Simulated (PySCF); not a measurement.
**C₆ coefficients of unlike pairs at UHF**

Calculated with PySCF 2.14 from the dipole response of each species, C₆(A,B) = (3/π) ∫ α_A(iu) α_B(iu) du, in atomic units, from isotropic polarisabilities. For ions this is the dispersion term alone; charge-induced terms of lower order in 1/R come first.

```csv
species,configuration,basis,relativity,α (bohr³),C₆ (like pair)
Al,[Ne] 3s2 3p1 (2P),aug-cc-pwCVQZ (10s9p7d5f3g),none,61.28,554.6
F,[He] 2s2 2p5 (2P),dyall-acv3z (15s9p4d2f),none,3.069,8.023
F(3+),[He] 2s2 2p2 (3P),"aug-cc-pVTZ with one added diffuse shell each of s, p, d, f type (6s5p4d3f)",none,0.9767,0.8697
C(2+),[He] 2s2 (1S),aug-cc-pVTZ-DK (5s4p3d2f),spin-free X2C,4.481,7.052
```

Q: Estimate C₆ for F with Al.

A: The integral gives 48.70. The combination rule 2 C_A C_B / (C_A α_B/α_A + C_B α_A/α_B) gives 47.34 and the geometric mean 66.71.

No spin-orbit coupling is included.

The other pairs:

```json
{"pair": "C(2+), F", "C₆": "6.887"}
{"pair": "F(3+), Al", "C₆": "15.49"}
{"pair": "F(3+), F", "C₆": "2.627"}
{"pair": "C(2+), Al", "C₆": "57.71"}
{"pair": "C(2+), F(3+)", "C₆": "2.206"}
```
